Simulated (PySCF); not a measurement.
Species: C7H13NSi.
Z-matrix (Å and degrees, PBE0-D3(BJ)/def2-SVP geometry), rows numbered from 1:
```
C 
C   1  1.5262
C   2  1.4969  1  113.44
C   3  1.4304  2  126.84  1   -67.73
C   4  1.3759  3  108.29  2   178.90
C   5  1.4892  4  130.11  3   179.33
N   5  1.3858  4  108.00  3    -0.22
Si  7  1.7676  5  126.68  4   179.41
C   3  1.3740  2  126.99  1   110.60
H   1  1.1012  2  111.13  3    57.58
H   1  1.1007  2  110.90  3   -61.65
H   1  1.1013  2  111.44  3   177.82
H   2  1.1022  1  109.65  3   122.21
H   2  1.1041  1  109.20  3  -122.20
H   4  1.0897  3  126.60  2    -1.44
H   6  1.1036  5  112.31  4   120.68
H   6  1.1037  5  112.33  4  -118.11
H   6  1.0980  5  109.82  4     1.29
H   8  1.4918  7  110.66  5    60.34
H   8  1.4919  7  110.65  5   -60.09
H   8  1.4880  7  105.97  5  -179.88
H   9  1.0891  3  129.67  2     1.43
```

All values: PBE0/pcSseg-1 (PySCF, non-relativistic), on one gas-phase PBE0-D3(BJ)/def2-SVP geometry that isn't relaxed in the solvent. The solvent is an IEF-PCM continuum (cavity from Bondi-type radii × 1.2). Only the electrostatic response of the medium enters.

Gas phase at PBE0/pcSseg-1: HOMO -5.81 eV, LUMO 0.44 eV, dipole 1.27 D.

Task: What does the continuum do to the energy, the frontier levels and the dipole at PBE0/pcSseg-1 in tetrahydrofuran and acetonitrile?

Result: 
| solvent | ε | E(solvent) − E(gas) (kcal/mol) | polarisation term (kcal/mol) | distortion of the solute (kcal/mol) | HOMO (eV) | LUMO (eV) | dipole (D) |
| --- | --- | --- | --- | --- | --- | --- | --- |
| tetrahydrofuran | 7.426 | -2.80 | -3.11 | 0.31 | -5.91 | 0.62 | 1.63 |
| acetonitrile | 35.69 | -3.46 | -3.94 | 0.48 | -5.95 | 0.64 | 1.70 |

Polarisation term: ½ Σ q·V over the induced surface charges. Distortion: the rise of the solute's own energy as its density leaves the gas-phase optimum. From tetrahydrofuran to acetonitrile the lowering changes by a factor 1.23, Onsager's factor (ε − 1)/(2ε + 1) by 1.18 and ε itself by 4.8.

Task: Which radius a makes the point-dipole formula ΔE = −[(ε − 1)/(2ε + 1)]·μ²/a³ give the value in acetonitrile, with the gas-phase dipole?

Result: μ = 0.499 au and |ΔE| = 0.00551 Eh give a = 1.47 Å; the farthest nucleus lies 4.40 Å from the centroid of the nuclei, so such a sphere wouldn't even hold the nuclei. The formula assumes a rigid point dipole at the centre of a sphere.

Task: Which Hirshfeld charges (PBE0/pcSseg-1) respond most in acetonitrile (means over atoms taken as equivalent)?

Result: 
```json
{"atoms": "C4", "environment": "aromatic CH carbon", "gas (e)": "-0.104", "solvent (e)": "-0.118", "change": "-0.014"}
{"atoms": "C3", "environment": "substituted aromatic carbon", "gas (e)": "-0.035", "solvent (e)": "-0.047", "change": "-0.012"}
{"atoms": "H22", "environment": "aromatic hydrogen", "gas (e)": "+0.046", "solvent (e)": "+0.053", "change": "+0.007"}
{"atoms": "C9", "environment": "aromatic CH next to a ring nitrogen", "gas (e)": "-0.048", "solvent (e)": "-0.054", "change": "-0.006"}
{"atoms": "H16/H17/H18", "environment": "methyl hydrogen", "gas (e)": "+0.046", "solvent (e)": "+0.051", "change": "+0.005"}
{"atoms": "C5", "environment": "substituted aromatic carbon", "gas (e)": "+0.024", "solvent (e)": "+0.019", "change": "-0.005"}
{"atoms": "Si8", "environment": "SiH3 silicon", "gas (e)": "+0.373", "solvent (e)": "+0.378", "change": "+0.005"}
{"atoms": "H19/H20/H21", "environment": "Si–H hydrogen", "gas (e)": "-0.070", "solvent (e)": "-0.066", "change": "+0.004"}
```

Time: 94 s wall; peak memory 1.3 GiB. Hardware: one thread of an Arm Neoverse N1, shared host. This is the whole shielding run at PBE0/pcSseg-1 in acetonitrile, SCF included.
